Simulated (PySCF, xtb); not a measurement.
BiCl₂H₃Si, SMILES [SiH3][Bi]([Cl])[Cl].

xtb with GFN2-xTB at its own geometry gives an orbital gap of 3.54 eV and a dipole moment of 5.03 D.

Geometry optimised at r2SCAN-D4/def2-SVP. The structure was generated by enumeration; whether it is a known compound was not checked. The def2 effective core potentials stand for the cores of Bi; spin–orbit coupling is left out.

**Question.** What does PySCF with PBE/def2-TZVP give? (Estimate from the structure and the level; the computed values follow.)

**Answer.** gap 3.18 eV (levels -6.35 and -3.17 eV), dipole 3.62 D.
